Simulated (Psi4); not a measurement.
BCl, charge +1, doublet, geometry from GFN2-xTB (the spin is typed, not shown lowest).

Here is a job for Psi4.
```
memory 2 GB

molecule mol {
1 2
B    -0.000000   -0.000000   -1.165988
Cl    0.000000    0.000000    0.342938
}

set {
  basis aug-cc-pvdz
  reference uks
}

energy('b3lyp')
print_variables()
```

**Question.** What does this run give for the total energy, nuclear repulsion energy, <S^2>?

**Answer.** 
```yaml
total_energy: -484.6341 Eh
nuclear_repulsion_energy: 29.8093 Eh
"<S^2>": 0.755
```

These values belong to the state on which the SCF converged, which isn't shown to be the lowest.
